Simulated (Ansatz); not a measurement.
FH$_{4}$N$_{2}$Si, SMILES `N[Si](N)F` radical. The species carries charge 0 and has multiplicity 2. Geometry: relaxed with PBE0-D4/def2-TZVP. It is one conformer, not always the lowest.

```xyz
8

N     1.252   -0.180   -0.536
Si   -0.192   -0.708    0.217
N    -0.987    0.686    0.779
F    -0.944   -1.526   -0.950
H     1.714   -0.785   -1.196
H     1.916    0.357    0.000
H    -1.712    0.637    1.474
H    -1.047    1.520    0.213
```

(1) What is the dipole moment at ωB97M-V/def2-TZVPP? (An estimate is asked.)

(2) And with PBE, r2SCAN, B3LYP? (Estimate.)

(3) Give the Mulliken charges with ωB97M-V, B3LYP, r2SCAN in def2-TZVPP. (Estimate.)

Results:

(1) The calculation gave: 1.93 D, with components (0.98, 1.46, 0.79) D in this frame, pointing from negative to positive charge.

(2) Computed: PBE 1.96 D, r2SCAN 1.95 D, B3LYP 1.96 D.

(3) Ansatz gave: 
| atom | ωB97M-V | B3LYP | r2SCAN |
| --- | --- | --- | --- |
| N1 | -0.33 | -0.37 | -0.42 |
| Si2 | 0.49 | 0.51 | 0.54 |
| N3 | -0.33 | -0.38 | -0.43 |
| F4 | -0.31 | -0.32 | -0.32 |
| H5 | 0.12 | 0.14 | 0.16 |
| H6 | 0.12 | 0.14 | 0.16 |
| H7 | 0.12 | 0.14 | 0.16 |
| H8 | 0.12 | 0.14 | 0.16 |

B3LYP here is the variant with VWN-RPA as its local correlation; programs differ in this.
